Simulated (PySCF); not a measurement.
Computed XPS line lists of a few unrelated compounds.

Computed, not measured: delta-SCF UKS SCAN, pcX-2 on the ionised atom, pcseg-1 elsewhere, spin-free X2C in PySCF 2.14.0. Geometries: PBE0-D3(BJ)/def2-SVP; isolated species, one conformer each.

Line lists (1s up to Mg, 2p3/2 beyond; areas count atoms within a level, one atom standing for each set equivalent by bonding):
1. C 1s: 290.41 (area 1), 290.45 (area 1), 290.47 (area 1), 290.52 (area 1), 290.75 (area 1), 292.95 (area 1) eV; F 1s: 692.25 eV
2. C 1s: 290.02 (area 1), 290.15 (area 1), 290.15 (area 1), 290.35 (area 1), 291.34 (area 1), 291.56 (area 1), 292.05 (area 1) eV; O 1s: 539.71 eV
3. C 1s: 291.78 eV; N 1s: 404.59 eV; O 1s: 538.37 eV; Si 2p3/2: 107.65 eV
4. C 1s: 289.80 (area 1), 289.82 (area 1), 289.86 (area 1), 289.94 (area 1), 289.94 (area 1), 290.01 (area 1), 290.09 (area 1), 290.17 (area 1), 290.81 (area 1) eV

Structures:
A. `CCCCCCF`
B. `CC#Cc1ccco1`
C. `C1=Cc2ccccc2C1`
D. `[SiH](NC)(O)O`

Task: Match each list to its structure.

Result: 
- 1 = A: no other candidate has this set of levels. C 1s: 290.41 chain CH2 carbon, 290.45 chain CH2 carbon, 290.47 chain CH2 carbon, 290.52 methyl carbon, 290.75 chain CH2 carbon, 292.95 sp3 C–F carbon; F 1s: 692.25 alkyl fluorine.
- 2 = B: no other candidate has this set of levels. C 1s: 290.02 alkyne carbon, 290.15 alkyne carbon, 290.15 aromatic CH carbon, 290.35 aromatic CH carbon, 291.34 aromatic CH next to a ring oxygen, 291.56 propargylic carbon, 292.05 substituted aromatic carbon; O 1s: 539.71 furan-type oxygen.
- 3 = D: no other candidate has this set of levels. C 1s: 291.78 N-methyl carbon; N 1s: 404.59 silicon-bound nitrogen; O 1s: 538.37 silanol oxygen (×2); Si 2p3/2: 107.65 oxygen-bound silicon.
- 4 = C: no other candidate has this set of levels. C 1s: 289.80 alkene CH carbon, 289.82 aromatic CH carbon, 289.86 aromatic CH carbon, 289.94 aromatic CH carbon, 289.94 substituted aromatic carbon, 290.01 aromatic CH carbon, 290.09 substituted aromatic carbon, 290.17 alkene CH carbon, 290.81 benzylic-type carbon.

The 2p values add to the ΔSCF energy of one spin-free hole a correction within the shell (spin–orbit coupling, ligand field). 7 of these hole states are spin-contaminated (⟨S²⟩ up to 0.91, against 0.75; counted from 0.85) and less certain.
